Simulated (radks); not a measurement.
Spherical quantum dot in the effective-mass picture: electrons in a well V = -V0 / (1 + exp((r - R)/a)) with V0 = 17.1, R = 2.71, a = 0.3, all in effective atomic units (hartree* = m*/eps^2 hartree, bohr* = eps/m* bohr), one dielectric constant everywhere. Method: non-relativistic Kohn-Sham, r2SCAN, spin-polarised, spherical densities, generalised Kohn-Sham scheme; computed with a radial shooting solver with Libxc functionals. Levels are named by radial order and angular momentum (1s, 1p, 1d, 2s, ...), and open shells are averaged over m.

N = 11, configuration 1s2 1p6 1d(up 3, down 0). This is the lowest configuration that the search found. Occupied and some empty levels:

level,occupation,eigenvalue (hartree*),<r> (bohr*)
1s up,1,-10.200,1.446
1s down,1,-10.120,1.417
1p up,3,-9.5670,1.616
1p down,3,-9.4504,1.605
1d up,3,-8.6593,1.746
1d down,0,-8.5201,1.743
2s up,0,-7.8270,1.339
2s down,0,-7.7697,1.360
1f up,0,-7.5371,1.853
1f down,0,-7.3844,1.853
2p up,0,-6.5407,1.545
2p down,0,-6.4645,1.542

Energy (hartree*): total -135.116, kinetic 14.811, external -177.93, Hartree 33.825, exchange-correlation -5.8252.

Electron density:

r (bohr*),n(r) (e/bohr*^3)
0.0669,0.08978
0.235,0.1013
0.403,0.1262
0.571,0.1634
0.739,0.2103
0.907,0.2613
1.07,0.3081
1.24,0.3395
1.41,0.3449
1.58,0.3176
1.75,0.2597
1.92,0.1844
2.08,0.1116
2.25,0.05607
2.42,0.02307
2.59,0.007751
2.75,0.002155
2.92,0.0005122
3.09,0.0001078
3.26,0.00002106
